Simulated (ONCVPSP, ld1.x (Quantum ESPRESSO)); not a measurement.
Potentials for Ru (Z = 44) compared

Generated with ld1.x 7.5 (TM, RRKJ, ultrasoft, PAW), atompaw 4.2 or ONCVPSP 4.0.1. The cutoff is in Ry: for ld1.x and atompaw files where the sum of valence levels is converged to 10 mRy in a Bessel basis, for ONCV files where the hardest occupied wave has 1 mHa per electron of residual kinetic energy. The error is the largest all-electron minus pseudo excitation energy over each file’s own four to seven test configurations (ionisations up to +4, promotions, holes and added fractions of an electron), all of which were solved. The labels leave out finer settings (local radius, basis sizes, second energies), which also bear on the numbers. Spin-polarised tests are not counted. The rows are a selection from randomly drawn settings: files with unsolved tests, undetermined cutoffs or missed reference levels are left out.

| potential | cutoff (Ry) | largest error (meV) | bound ghosts |
| --- | --- | --- | --- |
| ONCV, PBEsol, scalar-relativistic, rc 2.00/1.20/1.75 (spd), local smoothed, core correction yes, reference 4s2 4p6 4d7 5s1, qcut 7.7/5.4/8.7, projectors 3/1/2 | 142 | +5.7 | none |
| ONCV, LDA (Perdew-Zunger), scalar-relativistic, rc 1.70/1.50/1.30 (spd), local d, core correction yes, reference 4s2 4p6 4d7 5s0.75, qcut 6.1/8.6/7.5, projectors 3/1/0 | 51 | -373 | none |
| ultrasoft, LDA (PZ), scalar-relativistic, rc 2.70/3.05/2.10 (spd), local smoothed, core correction yes, reference 4d7 5s0.75 5p0 | 25 | -266 | none |
| ONCV, PBE, scalar-relativistic, rc 1.95/1.85/1.60 (spd), local smoothed, core correction yes, reference 4s2 4p6 4d7 5s1, qcut 7.2/7.8/6, projectors 2/1/3 | 65 | +6.0 | none |

(1) Fill in the row for Ru: ONCV, PBE, scalar-relativistic, rc 1.15/1.35/1.40 (spd), local smoothed, core correction no, reference 4s2 4p6 4d5, qcut 4.8/8.3/6.7, projectors 2/2/1.

(2) Fill in the row for Ru: ONCV, PBEsol, scalar-relativistic, rc 1.50/1.35/1.95 (spd), local smoothed, core correction yes, reference 4s2 4p6 4d7 5s1, qcut 7.4/7.9/9.2, projectors 2/2/2.

(3) Fill in the row for Ru: TM semilocal, PBE, scalar-relativistic, rc 1.95/1.25/1.35 (spd), local d, core correction yes, reference 4p6 4d7 5s0 5p0.

Answers

(1) cutoff 183 Ry, largest error +12 meV, bound ghosts: none.

(2) cutoff 52 Ry, largest error +4.3 meV, bound ghosts: none.

(3) cutoff 100 Ry, largest error -37 meV, bound ghosts: none.
